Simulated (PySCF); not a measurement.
A GIAO shielding run with PySCF (density fitting, non-relativistic, gas phase) on `CO[C@@H]1CC[C@@H](OC)[NH2+]1`, [C$_{6}$H$_{14}$NO$_{2}$]+:

```
$ OMP_NUM_THREADS=1 python probes_run.py task.json out

{"job": {"kind": "nmr", "xc": "PBE0", "basis": "pcSseg-1"}, "charge": 1, "multiplicity": 1}
C      3.293770     0.630441    -0.221843
O      2.183583    -0.032537    -0.822749
C      1.198852    -0.474770     0.004449
C      0.460017    -1.678841    -0.576966
C     -0.953175    -1.573156    -0.024656
C     -1.298683    -0.087706    -0.115203
O     -2.161223     0.295134     0.862868
C     -2.977725     1.434958     0.603590
N      0.079831     0.601501     0.103353
H      4.010020     0.787158    -1.023970
H      3.007833     1.595518     0.205042
H      3.747718     0.005800     0.549777
H      1.544088    -0.661952     1.030108
H      0.473997    -1.599242    -1.664415
H      0.948829    -2.607517    -0.294555
H     -0.998018    -1.875778     1.021996
H     -1.664936    -2.172883    -0.585664
H     -1.630967     0.195421    -1.123439
H     -3.685847     1.482244     1.426571
H     -3.521771     1.317872    -0.335787
H     -2.390214     2.356695     0.578354
H      0.278192     1.309975    -0.611162
H      0.051075     1.051589     1.024379
```

Hardware: 1 thread of an Intel Xeon Platinum 8375C, shared host. The job also computes population analyses, field gradients, ring-centre shieldings.

**Question.** How large is the calculation?

**Answer.** 72 electrons, 223 basis functions and 1148 auxiliary functions.

**Question.** How long does it take, and how much memory does it need?

**Answer.** 49 s of wall time, with 14 SCF cycles and 4 response iterations; peak memory 1.1 GiB. Times on a shared host scatter by some tens of per cent.
